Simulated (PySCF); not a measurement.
# Radial density of Si²⁺ (silicon, charge +2)

M06-L, [Ne] 3s2, closed-shell 1S. Calculation: PySCF 2.14, in x2c-SVPall (4s3p1d, 18 functions); scalar relativity by spin-free X2C-1e.

```json
{"r (bohr)": "0.00186", "4πr²ρ (e/bohr)": "0.07503"}
{"r (bohr)": "0.00313", "4πr²ρ (e/bohr)": "0.2090"}
{"r (bohr)": "0.00526", "4πr²ρ (e/bohr)": "0.5670"}
{"r (bohr)": "0.00885", "4πr²ρ (e/bohr)": "1.448"}
{"r (bohr)": "0.0149", "4πr²ρ (e/bohr)": "3.360"}
{"r (bohr)": "0.0250", "4πr²ρ (e/bohr)": "7.086"}
{"r (bohr)": "0.0421", "4πr²ρ (e/bohr)": "12.33"}
{"r (bohr)": "0.0709", "4πr²ρ (e/bohr)": "15.91"}
{"r (bohr)": "0.119", "4πr²ρ (e/bohr)": "13.01"}
{"r (bohr)": "0.200", "4πr²ρ (e/bohr)": "9.533"}
{"r (bohr)": "0.337", "4πr²ρ (e/bohr)": "13.53"}
{"r (bohr)": "0.567", "4πr²ρ (e/bohr)": "11.54"}
{"r (bohr)": "0.954", "4πr²ρ (e/bohr)": "3.105"}
{"r (bohr)": "1.60", "4πr²ρ (e/bohr)": "1.298"}
{"r (bohr)": "2.70", "4πr²ρ (e/bohr)": "0.5540"}
{"r (bohr)": "4.54", "4πr²ρ (e/bohr)": "0.009355"}
```

Densities and radii are taken from the X2C orbitals without a picture-change correction, which distorts them close to the nucleus.
